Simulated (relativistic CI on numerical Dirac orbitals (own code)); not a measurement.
# Tm: sensitivity of the levels to the model

Base calculation: Dirac-Coulomb-Breit CI, KLI orbitals optimised for each configuration, a model potential for QED, valence Slater integrals scaled by 0.85, P86 correlation energy added to each configuration.

CI space (outside the closed core [Xe]): 4f13 6s2, 4f12 6s2 5d, 4f13 6s 6p, 4f13 6s 5d, 4f12 6s2 6p, 4f13 6s 6d, 4f13 6s 6f, 4f13 6s 7s, 4f12 6s 6p2, 4f13 6s 7p, 4f13 5d 6p, 4f11 6s2 6p 7s, 4f12 6s2 8s. Double excitations out of closed p, d and f shells are left out; levels of such configurations are missing from the list, as are those of other unlisted configurations, and high levels can miss mixing partners.

The lowest level and the first level of each name with at least 55 % of one term (blank where a level has no safe partner in the second run):

```tsv
Level	Base (cm⁻¹)	Shift (cm⁻¹)
4f12 6s2 5d 4F_9/2	0.0	0.0
4f12 6s2 5d 4G_11/2	2315.0	-8.2
4f12 6s2 5d 4K_17/2	2422.9	-11.3
4f12 6s2 5d 4I_15/2	4840.5	-19.4
4f12 6s2 5d 2H_11/2	5339.5	-18.4
4f12 6s2 6p 4G°_11/2	9204.6	-2009.3
4f12 6s2 5d 4F_5/2	9585.9	-5.2
4f12 6s2 5d 4K_15/2	11128.1	-13.1
4f13 6s2 2F°_7/2	11773.2	+2876.0
4f12 6s2 6p 4I°_15/2	11898.8	-2010.8
4f12 6s2 6p 2G°_9/2	12124.0	-2008.9
4f12 6s2 6p 2H°_11/2	12546.5	-2010.0
4f12 6s2 6p 4H°_13/2	12590.3	-2010.4
4f12 6s2 5d 4I_13/2	13440.1	-21.4
4f12 6s2 5d 4F_3/2	14734.9	-5.5
4f12 6s2 6p 4I°_11/2	17487.7	-2010.6
```

For a near-neutral ion this model can misplace configurations by up to about 10,000 cm⁻¹ (more where the count of f electrons changes) and terms by 10 to 25 % of their spread. Rates follow the energies as ν³ (E1, M1) or ν⁵ (E2), so they and the lifetimes can be off by large factors. The fine structure of a lone outer electron comes out too small, for d and f at times inverted, and misplaced configurations move strength between like terms. 13 of the 55 excited levels that our extract of the measured tables holds in this range could be paired (the sources list more); they are missed by 3116 cm⁻¹ on average and 6706 at most, and levels without a partner can miss by more. Some levels of the ground configuration have no partner and can miss by 10 % or more. The computed lowest level isn't the tabulated ground level, which NIST ASD gives as 4f13 (2F*) 6s2 2F°7/2.

Question: One thing was changed in a second run, which moved the levels as shown. Which?
A. Breit term removed
B. configuration mixing switched off
C. QED terms removed
D. no correlation estimate
E. valence Slater integrals scaled by 0.75

Answer: D. No correlation estimate. A correlation estimate moves all levels of a configuration together before mixing; mixed levels move by a weighted share.

LS names give the leading component of a level, which can be under half, so a name can repeat, a term be missing and a line seem to break the LS rules.
